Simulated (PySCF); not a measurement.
Compound: Cu(AsH3)Me, CH6AsCu (singlet state).
Bonds: Cu1–As2, Cu1–C6. Hydrogens: H3, H4, H5 on As2; H7, H8, H9 on C6.

Method: PySCF 2.14.0, PBE0-D3(BJ)/def2-SVP geometry optimisation, gas phase; density fitting, grid level 1; the optimiser is geomeTRIC in internal coordinates, started from a GFN2-xTB structure with every atom displaced at random (about 0.03 Å).

Step 0: E = -106586.2104 eV
```
atom  x, y, z in Å  |  force x, y, z in eV/Å
Cu1     0.0470   -0.1029   -0.2840   -0.268   0.188  -0.767
As2    -0.0406   -0.0612    2.0577    0.159   0.706  -2.350
H3      1.1600   -0.1502    2.8389    1.827   0.015   0.702
H4     -0.6294   -1.0315    2.9022   -1.358  -1.757   1.125
H5     -0.5358    1.0777    2.8276   -0.521   0.982   0.369
C6      0.0017    0.0440   -2.2796    1.822  -1.411   1.369
H7     -0.9530    0.0378   -2.7251   -1.814   0.010  -0.580
H8      0.5670   -0.8087   -2.7440   -0.289   0.331   0.328
H9      0.5158    0.9255   -2.6192    0.442   0.937  -0.196
```

Step 1: E = -106586.5847 eV
```
atom  x, y, z in Å  |  force x, y, z in eV/Å
Cu1     0.0375   -0.0864   -0.3098   -0.186   0.106  -0.149
As2    -0.0242   -0.0616    2.0207    0.191  -0.141   0.551
H3      1.2937   -0.1297    2.8008   -0.256   0.023  -0.196
H4     -0.7327   -1.1222    2.8708    0.105   0.217  -0.254
H5     -0.5745    1.1386    2.7814    0.035  -0.136  -0.159
C6      0.0182    0.0341   -2.2436    0.262  -0.141   0.144
H7     -0.9939    0.0290   -2.6816   -0.019   0.042   0.060
H8      0.5697   -0.8188   -2.6816   -0.050   0.011   0.001
H9      0.5389    0.9476   -2.5828   -0.084   0.018   0.003
```

Step 2: E = -106586.6008 eV
```
atom  x, y, z in Å  |  force x, y, z in eV/Å
Cu1     0.0297   -0.0757   -0.3094   -0.121   0.069   0.014
As2    -0.0161   -0.0618    2.0168    0.102  -0.083   0.195
H3      1.2929   -0.1288    2.7862   -0.086   0.003  -0.058
H4     -0.7349   -1.1179    2.8407    0.038   0.068  -0.103
H5     -0.5751    1.1319    2.7635   -0.003  -0.015  -0.053
C6      0.0246    0.0305   -2.2287    0.129  -0.051   0.004
H7     -0.9933    0.0291   -2.6558    0.011   0.016   0.034
H8      0.5695   -0.8246   -2.6667   -0.022   0.000  -0.025
H9      0.5354    0.9480   -2.5721   -0.047  -0.008  -0.008
```

**Question.** Estimate the geometry and energy of step 3. (The exact step hangs on the optimiser's Hessian estimate; all steps are aligned on step 2, rigid shifts and turns removed.)

**Answer.** E = -106586.6054 eV, largest force 0.064 eV/Å
```
atom  x, y, z in Å  |  force x, y, z in eV/Å
Cu1     0.0199   -0.0599   -0.3046   -0.042   0.034   0.035
As2    -0.0077   -0.0608    2.0188    0.022   0.007  -0.043
H3      1.2938   -0.1308    2.7848    0.019  -0.006   0.028
H4     -0.7362   -1.1186    2.8156   -0.015  -0.032   0.010
H5     -0.5771    1.1296    2.7565   -0.008   0.018   0.007
C6      0.0309    0.0275   -2.2217    0.035  -0.014  -0.021
H7     -0.9911    0.0278   -2.6387   -0.002  -0.005   0.005
H8      0.5687   -0.8305   -2.6616   -0.007   0.003  -0.013
H9      0.5315    0.9461   -2.5747   -0.003  -0.004  -0.008
```

The energy changes by -0.0046 eV. The first-order estimate −F·Δx gives -0.0081 eV and the mean of the old and new forces, exact on a quadratic surface, -0.0046 eV. The step makes an angle of 56° with the force vector and moves no atom by more than 0.025 Å.

The cost below is that of the whole optimisation. Hardware: Arm Neoverse V1, one thread, shared host with 32 logical CPUs at a one-minute load of 14. Cost: 35 s of wall time, 0.41 GiB resident at most.
